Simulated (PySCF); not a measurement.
hydronium (H₃O), SMILES [OH3+], charge +1. Coordinates come from a B3LYP-D3(BJ)/def2-TZVPD optimisation.

TDA-M06-2X/def2-TZVPD (PySCF) puts the lowest singlet excitations at 11.67, 13.76, 13.76, 16.46, 16.52, 16.52 eV.

### Question
What are the lowest excitation roots from ADC(2)/aug-cc-pVDZ run with PySCF 2.14.0? (The exact figures need the calculation; the answer reports its results.)

### Answer
11.51, 14.05, 14.05, 16.46, 16.46, 16.46 eV. S1 differs by -0.16 eV (second minus first; roots are paired by order, and the bases may differ).
